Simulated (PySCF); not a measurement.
Compound: Cl₂I₂Si.
SMILES: `Cl[Si](Cl)(I)I`

Computed with PySCF 2.14.0, PBE0-D3(BJ)/def2-SVP geometry optimisation, gas phase, def2 core potentials past Kr.

Take the most abundant isotopes and a rigid rotor. 

Question: Give the principal moments of inertia and the rotational constants in cm⁻¹.

Answer: Ia = 573.78, Ib = 1205.06, Ic = 1393.50 u·Å²; 505379 MHz·u·Å²/I gives 880.8, 419.4 and 362.7 MHz, that is A = 0.02938, B = 0.01399, C = 0.01210 cm⁻¹.

Question: Classify the top.

Answer: An asymmetric top. Ray's parameter κ = (2B − A − C)/(A − C) = -0.781; −1 is the prolate and +1 the oblate limit.

Question: Is it planar, by Δ = Ic − Ia − Ib?

Answer: Not planar: Δ = Ic − Ia − Ib = -385.34 u·Å². For a rigid frame Δ = −2 Σ m c², so Σ m c² = 192.67 u·Å² lies off the ab plane. The atom farthest from that plane is 1.66 Å away.

Question: Give the coordinates in the principal-axis frame, origin at the centre of mass.

Answer: The sense of each axis is arbitrary; atoms in the order of the calculation.
```tsv
atom	mass (u)	a (Å)	b (Å)	c (Å)
Cl1	34.969	0.007	-1.955	-1.659
Si2	27.977	0.000	-0.754	0.000
Cl3	34.969	-0.008	-1.954	1.660
I4	126.904	1.997	0.621	0.002
I5	126.904	-1.997	0.622	-0.002
```

Question: Which lines would a microwave search look for?

Answer: The dipole components are |μa| = 0.00 D, |μb| = 0.56 D, |μc| = 0.00 D; the symmetry axis of this C2v structure is b, so μa and μc vanish by symmetry and there are no a-type or c-type lines. Some lines, for components of 0.1 D or more:

```
type  branch         J(Ka,Kc)   MHz  lower level (cm⁻¹)
   b       Q  1(1,0) ← 1(0,1)   518               0.026
   b       Q  2(1,1) ← 2(0,2)   580               0.078
   b       Q  3(1,2) ← 3(0,3)   681               0.156
   b       R  2(0,2) ← 1(1,1)  1098               0.041
   b       R  1(1,1) ← 0(0,0)  1243               0.000
   b       Q  2(2,0) ← 2(1,1)  1389               0.097
   b       Q  2(2,1) ← 2(1,2)  1554               0.092
   b       Q  3(2,2) ← 3(1,3)  1642               0.167
   b       R  3(0,3) ← 2(1,2)  1917               0.092
   b       R  2(1,2) ← 1(0,1)  1969               0.026
   b       R  3(2,2) ← 2(1,1)  3730               0.097
   b       R  3(3,1) ← 2(2,0)  4793               0.144
   b       R  3(3,0) ← 2(2,1)  4798               0.144
```

Question: Estimate the classical rotational partition function at 50 K, 200 K and 298.15 K.

Answer: Point group C2v, symmetry number σ = 2; q = (√π/σ)·√((kT/h)³/(ABC)), k/h = 20836.6 MHz/K: 81400 at 50 K, 651000 at 200 K, 1190000 at 298.15 K.

Not checked by PBE0-D3(BJ)/def2-SVP frequencies. These are rigid-rotor constants of the computed structure; measured ground-state constants (B0) also hold zero-point vibration. Quadrupole hyperfine structure (35Cl, 127I) is left out.
